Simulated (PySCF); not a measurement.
Coordinates in bohr (charge 0 multiplicity 1):
```
Se    0.0000    0.0000   -0.3761
O     2.6500    0.0000    1.0792
O    -2.6500    0.0000    1.0792
H     0.0000    2.1611   -2.2130
H     0.0000   -2.1611   -2.2130
```

Method: PBE0 in PySCF with Se def2-TZVP, O def2-TZVP, H def2-TZVP; no relativity; density-fitted integrals.

This geometry of H2SeO2 is a stationary point at this level.

(1) What is the point group?

(2) Is it a minimum?

(3) List the harmonic modes with their infrared intensities.

(4) Give the atomic charges and bond orders.

Results:

(1) C2v.

(2) Yes: all harmonic wavenumbers are real.

(3) 
```csv
symmetry,ω (cm⁻¹),IR (km/mol)
a1,336,31.5
b1,630,15.8
a2,820,0.0
b2,966,28.8
a1,968,38.0
b2,1052,124
a1,1067,22.0
b1,2233,72.7
a1,2244,60.2
```

(4) 
```json
{"atom": "Se1", "Mulliken": "0.82", "Löwdin": "0.68", "polar tensor": "1.65", "Mayer order to Se1": "–"}
{"atom": "O2,3", "Mulliken": "-0.51", "Löwdin": "-0.38", "polar tensor": "-0.69", "Mayer order to Se1": "1.74"}
{"atom": "H4,5", "Mulliken": "0.10", "Löwdin": "0.04", "polar tensor": "-0.13", "Mayer order to Se1": "0.80"}
```

This need not be the most stable arrangement of these atoms.
